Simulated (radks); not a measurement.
The manganese ion Mn23+, 2 electrons, occupied as [He] 2s(up 0, down 0) (the NIST ground configuration).

Method: non-relativistic Kohn-Sham, BLYP, spin-polarised, spherical densities, point nucleus; computed with a radial shooting solver on a logarithmic mesh with Libxc functionals.

Energy parts (Ry):
part                       energy
total                 -1218.81897
kinetic                1218.71912
electron-nucleus      -2468.47485
Hartree                  61.57260
exchange-correlation    -30.63584

Orbitals (lengths in bohr, moments of r in powers of bohr; r(90%) holds 90 % of the orbital's charge):
orbital  occ.  eigenvalue (Ry)  r(90%)
1s          2        -582.7574   0.108
2s          0        -143.1447   0.384

The highest occupied level is 1s at -7928.8 eV. The density falls to 0.001 e/bohr^3 at r = 0.33 bohr. The electron density at the nucleus is 9704 e/bohr^3.
